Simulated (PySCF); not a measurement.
Levels of Sn(37+) from EOM-EA-GCCSD

Reference: closed-shell Sn(38+), [Ne] 3s2; one electron is added. Calculated with PySCF 2.14, two-component X2C-1e with screened spin-orbit coupling, an even-tempered Gaussian basis (18 s from 2.6 bohr⁻², ratio 2.6; 14 p from 3.4 bohr⁻², ratio 2.6; 6 d from 3.5 bohr⁻², ratio 2.8; 4 f from 50 bohr⁻², ratio 2.8); frozen 1s2; the 54 highest virtual spinors dropped; of the others 56 kept and the rest restored at second order. No Breit or QED terms. Binding energies in eV.

| level | Koopmans | second order | EOM-CCSD |
| --- | --- | --- | --- |
| 3p1/2 | 2523.0 | 2525.0 | 2524.6 |
| 3p3/2 | 2463.8 | 2466.1 | 2466.1 |
| 3d3/2 | 2327.4 | near a pole | 2324.1 |

In EOM-CCSD the overlap with the one-orbital guess is low for 3d3/2 (weight 0.73). That can mean mixing with two-particle, one-hole states, where second order and EOM-CCSD lose accuracy, or only a rotation among the degenerate components of the shell; the terms of those configurations are not listed.

For comparison, the ionisation energy of Sn(37+) is 2499 ± 11 eV (semi-empirical (NIST evaluation); NIST Atomic Spectra Database, ionization energies).

Only part of the computed levels is shown.
